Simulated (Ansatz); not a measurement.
A made-up structure of InH2Se (charge -1), closed shell:

Se1  (-1.882, 0.686, -1.171)
In2  (0.074, -0.027, 0.046)
H3  (-3.313, 1.106, -1.405)
H4  (1.091, 1.020, 1.051)
(Å)

It is relaxed with PBE-D4/def2-SVPD and then PBE0-D4/def2-TZVPD (Ansatz 0.2.0). Atoms count as bonded within 1.22 times the sum of their covalent radii (H–H: 0.88 Å). The end point is not checked to be a true minimum.

Question: Does its bonding change? (Judge from chemistry; the calculation decides.)

Answer: By the calculation: No: no bond forms or breaks.

Where it ends: The first stage lowers the energy by 1.33 eV in 10 steps. It ends as InH₂Se ([SeH][InH]), total charge -1:
```
atom    x (Å)    y (Å)    z (Å)
 Se1  -2.1073   0.1935  -1.4042
 In2   0.3095  -0.2466  -0.1406
  H3  -2.4206   1.4783  -0.7650
  H4   0.1889   1.3592   0.8318
```

Labels in which every atom is bracketed show which atoms are joined, not bond orders.

For scale, one of the runs: PBE0-D4/def2-TZVPD relaxation, 131 basis functions, launched by `ansatz run in.yaml --threads 2 --pin off --events-out ev --progress --plain --max-ram 4352MiB`. The run took about 14 s on 2 CPU threads of an Arm Neoverse V2 (shared host).
